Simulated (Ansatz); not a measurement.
System: ZnCl₂, net charge 1, doublet state. The spin state was set by rule; other spins were not relaxed. SMILES of the parent species: [Zn]([Cl])[Cl]
Structure (B3LYP-D3(BJ)/def2-TZVP (Ansatz, a quantum-chemistry and plane-wave program) minimum search):
```
Zn
Cl 1 2.1284
Cl 1 2.1284 2 180.00
```
Charge +1, spin multiplicity 2.

Task: Give the harmonic wavenumbers at B3LYP-D3(BJ)/def2-TZVP (Ansatz, finite differences of forces, unscaled).

Result: 77, 84, 313, 409 cm⁻¹. Zero-point energy 1.3 kcal/mol.

Task: From these and the geometry, give the ideal-gas thermochemistry at 298.15 K and 1 atm (rigid rotor, harmonic oscillator).

Result: Point group D∞h, rotational symmetry number 2. Rotational constants 1.574, 1.574 GHz. S(trans) 40.64, S(rot) 17.07, S(vib) 10.03, S(elec, spin only) 1.38, S 69.1 cal/(mol K). H(298) - H(0) 3.49 kcal/mol; G - E(el) -15.9 kcal/mol.
